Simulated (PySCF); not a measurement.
Species: hydroxydifluoroborane, BF2HO.
Cartesian coordinates in Å at the PBE0-D3(BJ)/def2-SVP level; atoms count from 1:
```xyz
5
BF2HO angstrom
O      0.7941   -0.6391   -0.2314
B     -0.3775    0.0055   -0.1171
F     -0.4716    1.3247   -0.2228
F     -1.4776   -0.6804    0.1097
H      1.5352   -0.0463   -0.3895
```

Method: core-valence-separated Tamm–Dancoff BHandHLYP/aug-pcX-1 (pcseg-1 on H) in PySCF, non-relativistic, gas phase, PBE0-D3(BJ)/def2-SVP geometry. No shift to experiment was applied.

The lowest roots of each edge with f over 0.003 (five at most, numbered afresh; weaker and dark ones are left out), with transition dipoles (au) in the frame of the coordinates:

| root | edge | E (eV) | f | μx | μy | μz |
| --- | --- | --- | --- | --- | --- | --- |
| 1 | O | 532.62 | 0.0188 | 0.0273 | 0.0257 | -0.0062 |
| 2 | O | 533.67 | 0.0257 | 0.0063 | 0.0040 | 0.0438 |
| 3 | O | 534.93 | 0.0134 | 0.0303 | 0.0089 | -0.0051 |
| 4 | O | 535.68 | 0.0070 | -0.0077 | 0.0217 | -0.0009 |
| 5 | O | 536.60 | 0.0047 | 0.0148 | 0.0114 | -0.0031 |
| 6 | F | 686.18 | 0.0196 | 0.0050 | 0.0030 | 0.0337 |
| 7 | F | 686.30 | 0.0197 | 0.0049 | 0.0031 | 0.0337 |
| 8 | F | 687.73 | 0.0044 | 0.0145 | 0.0067 | -0.0027 |
| 9 | F | 688.18 | 0.0042 | 0.0027 | -0.0155 | 0.0010 |
| 10 | F | 688.24 | 0.0056 | 0.0009 | 0.0181 | -0.0018 |
| 11 | B | 191.47 | 0.1079 | -0.0221 | -0.0137 | -0.1495 |
| 12 | B | 195.43 | 0.0037 | 0.0041 | 0.0025 | 0.0275 |
| 13 | B | 196.67 | 0.0090 | 0.0037 | 0.0428 | -0.0046 |
| 14 | B | 197.45 | 0.0075 | -0.0289 | -0.0258 | 0.0067 |

What is the unit vector of the normal of the molecular plane, and which share of each root's |μ|² lies along it?

(0.14, 0.09, 0.99), up to sign.

```json
{"root": "1", "core hole on": "O1", "share along it": "0.00", "final orbital under reflection in the plane": "even"}
{"root": "2", "core hole on": "O1", "share along it": "1.00", "final orbital under reflection in the plane": "odd"}
{"root": "3", "core hole on": "O1", "share along it": "0.00", "final orbital under reflection in the plane": "even"}
{"root": "4", "core hole on": "O1", "share along it": "0.00", "final orbital under reflection in the plane": "even"}
{"root": "5", "core hole on": "O1", "share along it": "0.00", "final orbital under reflection in the plane": "even"}
{"root": "6", "core hole on": "F3/F4", "share along it": "1.00", "final orbital under reflection in the plane": "odd"}
{"root": "7", "core hole on": "F3/F4", "share along it": "1.00", "final orbital under reflection in the plane": "odd"}
{"root": "8", "core hole on": "F3/F4", "share along it": "0.00", "final orbital under reflection in the plane": "even"}
{"root": "9", "core hole on": "F4", "share along it": "0.00", "final orbital under reflection in the plane": "even"}
{"root": "10", "core hole on": "F3", "share along it": "0.00", "final orbital under reflection in the plane": "even"}
{"root": "11", "core hole on": "B2", "share along it": "1.00", "final orbital under reflection in the plane": "odd"}
{"root": "12", "core hole on": "B2", "share along it": "1.00", "final orbital under reflection in the plane": "odd"}
{"root": "13", "core hole on": "B2", "share along it": "0.00", "final orbital under reflection in the plane": "even"}
{"root": "14", "core hole on": "B2", "share along it": "0.00", "final orbital under reflection in the plane": "even"}
```

The 1s orbitals of atoms in the plane are even under the reflection, so light polarised along the normal reaches odd orbitals alone (the out-of-plane π set) and light polarised in the plane even ones.

For fixed molecules, how does the intensity of root 2 change when the electric field is turned 30° away from the normal of the molecular plane?

Intensity goes as (E·μ)², and μ lies along that direction, so it falls to cos²30° = 0.75 of its maximum; it vanishes at 90°.

Molecules are fixed in this frame and the field points along z. What effective strengths 3 f cos²θ do the roots have (θ between field and μ)?

root 1 (O1): 0.002, root 2 (O1): 0.075, root 3 (O1): 0.001, root 4 (O1): 0.000, root 5 (O1): 0.000, root 6 (F3/F4): 0.057, root 7 (F3/F4): 0.057, root 8 (F3/F4): 0.000, root 9 (F4): 0.000, root 10 (F3): 0.000, root 11 (B2): 0.314, root 12 (B2): 0.011, root 13 (B2): 0.000, root 14 (B2): 0.001. Root 11 is the strongest. Averaged over all orientations cos²θ is 1/3, which gives f back.

Hardware: one thread of an Arm Neoverse V2, shared host with 32 logical CPUs at a one-minute load of 18. Cost: 2.7 s, 0.52 GiB resident at most.

One conformer stands for the species.
